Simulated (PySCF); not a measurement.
# What a mistake does to a calculation on AlBH3O2 anion

All numbers below are calculated, not measured. The program is PySCF 2.14.0, an open-source quantum chemistry code, run on an isolated molecule that a program drew, which may never have been made. The molecule is AlBH3O2 anion (charge -1, singlet), drawn as the SMILES string `[O-][BH][AlH][OH]`.

Each row is a Hartree-Fock (HF) and frozen-core CCSD(T) single point in the aug-cc-pV(D+d)Z basis, meant for a local HF minimum. Run 1 is clean. Each other run has one planted mistake out of seven kinds, and not every kind appears here: one electron removed, one electron added, multiplicity raised by two, geometry at a saddle point, minimal basis STO-3G, one bond length entered in bohr, all coordinates scaled. The reference is restricted for singlets and unrestricted otherwise, and also for a bond in bohr. Adding or removing an electron swaps singlet and doublet. Electrons count all cores. HOMO and LUMO are orbital energies over both spins, the gradient is its largest component, and the lowest frequency (negative if imaginary) is given only where the gradient is small. Bond lengths are over the 6 bonds as drawn. T1 is the CCSD diagnostic: over 0.02 (restricted) or 0.045 (unrestricted) a single reference is doubtful.

Geometry of the clean run:
```xyz
7
AlBH3O2 anion, angstrom
O     1.6331    2.1458    3.0883
B     1.6782    0.8883    2.9709
Al    0.3537   -0.2346    1.5040
O    -0.8350    0.4156    0.4039
H     2.4217    0.1071    3.6119
H     0.3124   -1.8709    1.2495
H    -1.3043   -0.1885   -0.1427
```

| run | electrons | basis functions | <S^2> | HOMO (eV) | LUMO (eV) | gradient (hartree/bohr) | lowest frequency (cm^-1) | mean bond (Å) | longest bond (Å) | T1 | HF (hartree) | CCSD(T) (hartree) | mistake |
|---|---|---|---|---|---|---|---|---|---|---|---|---|---|
| 1 | 38 | 128 | 0.000 | -2.78 | 3.05 | 3.5e-05 | 56 | 1.5222 | 2.273 | 0.0200 | -418.18104 | -418.80248 | no fault |
| 2 | 37 | 128 | 0.797 | -10.22 | 0.27 | 4.3e-02 | - | 1.5222 | 2.273 | 0.0458 | -418.13862 | -418.72301 | one electron removed |
| 3 | 38 | 27 | 0.000 | 2.13 | 14.94 | 5.2e-02 | - | 1.5222 | 2.273 | 0.0192 | -412.67842 | -412.88325 | ? |
| 4 | 38 | 128 | 0.000 | -3.00 | 3.06 | 4.6e-02 | - | 1.5633 | 2.335 | 0.0210 | -418.17654 | -418.80353 | ? |

**Which mistake was planted in run 3, and what did it cost?**

It has 27 basis functions where the clean run has 128, with the same electrons and geometry. So the mistake is: minimal basis STO-3G. Subtracting run 1 and multiplying by 627.51 kcal/mol a hartree, the energy moved by 3452.9 kcal/mol in HF and 3714.4 kcal/mol in CCSD(T).

**Which mistake was planted in run 4, and what did it cost?**

The mean and the longest bond both change by the same factor, 1.027, and the gradient is no longer small. So the mistake is: all coordinates scaled. Subtracting run 1 and multiplying by 627.51 kcal/mol a hartree, the energy moved by 2.8 kcal/mol in HF and -0.7 kcal/mol in CCSD(T).

Cautions from the logs. Run 1: T1 is over the limit, so its CCSD(T) energy is less reliable; run 2: T1 is over the limit, so its CCSD(T) energy is less reliable; run 3: the HOMO is above zero, so the electron isn't bound and the energy depends on the basis; run 4: T1 is over the limit, so its CCSD(T) energy is less reliable.
